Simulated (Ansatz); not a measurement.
Input file for Ansatz (a program for electronic structure): R-r2SCAN/def2-TZVPP on H4OSn (SMILES [OH][SnH3]), atoms moved off the minimum. Elements past Kr take the def2 small-core potentials; no spin–orbit coupling.

Ansatz 0.2 input:
```yaml
crystal:
  periodic: [false, false, false]
  atoms:
    - {symbol: Sn, position_ang: [-0.17994380, 0.04369514, -0.11269501]}
    - {symbol: O, position_ang: [1.67586219, -0.14576340, 0.49793482]}
    - {symbol: H, position_ang: [-0.42282074, 1.56240889, -0.81652872]}
    - {symbol: H, position_ang: [-1.15727102, -0.16153175, 1.37695987]}
    - {symbol: H, position_ang: [-0.55805434, -1.22199026, -1.21506518]}
    - {symbol: H, position_ang: [2.22271064, -0.03670117, -0.17862272]}
basis:
  gaussian:
    orbitals: def2-TZVPP
hamiltonian:
  xc: {name: r2SCAN}
scf: {lower_state_search: off}
output: {forces: true}
```

Task: Give the final energy of this run.

Result: -291.9818 hartree.
